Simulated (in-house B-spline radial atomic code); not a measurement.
## RPA and G0W0 on r2SCAN: Cr VII (Cr6+)

Configuration [Ne] 3s2 3p6, mean-field start r2SCAN. Computed with an all-electron radial atomic-structure program (B-spline basis): all electrons, non-relativistic, point nucleus, each spin shell either full or empty, empty states to l = 9 with an (l + 1/2)⁻⁴ tail; G0W0 by contour deformation at full frequency.

Command:
```bash
python run_gw.py task.json out
```
Settings (radii: box in bohr, nucleus in fm):
```
Z                        24
electrons                18
configuration            [Ne] 3s2 3p6
hamiltonian              nr
method                   r2scan
lmax                     9
spin_polarised           False
box_radius               9.29
intervals                48
```

Run time, properties included: 1.4 s on 1 thread of Arm Neoverse N1, with other jobs on the host.

Energies (hartree):

```csv
term,value
mean-field total,-1034.63433
Hartree-Fock functional on these orbitals,-1033.86175
direct second order,-1.3956
second-order exchange,0.46464
SOSEX correction,0.42441
```

(1) What is the RPA correlation energy, and what remains with SOSEX?

Quasi-particle levels (eV):

```
level  occupied  mean field  Σx - vxc     Σc  QP weight     G0W0
   3p       yes     -149.51    -10.70      ?          ?        ?
   2p       yes     -681.93    -40.51  11.48      0.880  -710.95
   3d        no     -101.69     13.50  -3.21      0.970   -91.39
```

G0W0 = mean field + (Σx - vxc) + Σc, with Σc (partial-wave tail included) taken at the quasi-particle energy. Only the outer levels were computed. Levels of low weight are left out.

(2) Where does G0W0 put 3p?

Answers

(1) RPA gives -1.2211 hartree (-1.85 eV per electron); RPA + SOSEX gives -0.79666, and the second-order doubles -0.931 hartree (no singles). SOSEX takes back 35 % of the RPA value.

(2) At -160.53 eV, with Σc = -0.31 eV and a quasi-particle weight of 0.957. The tabulated removal energy is 160.29 ± 0.06 eV (NIST, semi-empirical); the calculation leaves out relativity, Breit and QED terms, and what these don't explain is the method's own error.
